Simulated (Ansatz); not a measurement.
(BeSe)2 ring (Be₂Se₂), relaxed as a singlet with RKS PBE0-D4/def2-TZVP in Ansatz, starting from the GFN2-xTB geometry. Force threshold 0.02 eV/Å.

Start:

Cartesian coordinates in Å:
```
Be 0.991 -0.178 -0.045
Se -0.223 -1.482 1.029
Be -0.991 0.177 0.044
Se 0.223 1.483 -1.028
```

Estimate the energy that the relaxation releases and the steps that it takes.

1.2 kJ/mol, in 4 steps; 5.5 s on 4 threads of Arm Neoverse V1 on a shared host. No frequencies were taken in this run, so the end may be a saddle point.

Does the start keep its bonding and symmetry?

By distances, no bond broke or formed. The bond that changes most is Be1–Se2, from 2.08 to 2.06 Å (atoms count from 1). Point group D2h at the start, D2h at the end, both within 0.05 Å.

Predict the relaxed structure.


```xyz
4

Be    0.986   -0.178   -0.043
Se   -0.219   -1.464    1.016
Be   -0.986    0.178    0.043
Se    0.219    1.464   -1.016
```
Bond lengths (bridged metal pairs left out): 4 × Be–Se 2.06 Å.
